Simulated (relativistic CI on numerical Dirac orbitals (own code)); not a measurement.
**Radial parameters of Ge⁵⁺**

Method of calculation: Dirac-Coulomb-Breit CI, KLI orbitals optimised for each configuration, a model potential for QED, valence Slater integrals scaled by 0.85, P86 correlation energy added to each configuration (own radial code, finite nucleus).

Slater integrals F^k, G^k are unscaled and averaged over j, outside the closed core [Ne]; ζ comes from projecting the Hamiltonian with its Breit term on Σ l·s of the shell.

- 3s2 3p6 3d9: ζ(3d) = 1795.4 cm⁻¹; <r>(3d) = 0.6796, <r^2>(3d) = 0.5693 (bohr units).
- 3s2 3p6 3d8 4s: F^2(3d,3d) = 146380, F^4(3d,3d) = 92186, ζ(3d) = 1910.2, G^2(3d,4s) = 15080 cm⁻¹; <r>(3d) = 0.6591, <r^2>(3d) = 0.533, <r>(4s) = 1.62, <r^2>(4s) = 2.954 (bohr units).
- 3s2 3p6 3d8 4p: F^2(3d,3d) = 146660, F^4(3d,3d) = 92386, ζ(3d) = 1918.5, F^2(3d,4p) = 33980, G^1(3d,4p) = 11943, G^3(3d,4p) = 11189, ζ(4p) = 2999.1 cm⁻¹; <r>(3d) = 0.658, <r^2>(3d) = 0.5309, <r>(4p) = 1.799, <r^2>(4p) = 3.655 (bohr units).

Give the Racah parameters of the d shell in 3s2 3p6 3d8 4s.

B = F²/49 − 5F⁴/441 = 1942 cm⁻¹ and C = 35F⁴/441 = 7316 cm⁻¹.

In this model ζ of a weakly bound d, f or g electron outside closed shells comes out too small, for d by up to a factor of two or three and at times with the wrong sign; that of an outer p electron is too small as well.

Averages of the first 10 configurations, taken without configuration mixing, which lowers the lowest level and can move excited configurations by several eV; other configurations of the list can lie among them:

| Configuration | Parity | States | Average energy above the lowest level (eV) |
| --- | --- | --- | --- |
| 3s2 3p6 3d9 | even | 10 | 0.3 |
| 3s2 3p6 3d8 4s | even | 90 | 40.5 |
| 3s2 3p6 3d8 4p | odd | 270 | 53.6 |
| 3s2 3p5 3d10 | odd | 6 | 98.2 |
| 3s2 3p6 3d8 4d | even | 450 | 72.4 |
| 3s2 3p6 3d8 5s | even | 90 | 78.7 |
| 3s2 3p6 3d8 5p | odd | 270 | 83.7 |
| 3s2 3p6 3d8 4f | odd | 630 | 86.9 |
| 3s2 3p6 3d7 4s2 | even | 120 | 89.5 |
| 3s2 3p6 3d8 5d | even | 450 | 91.4 |
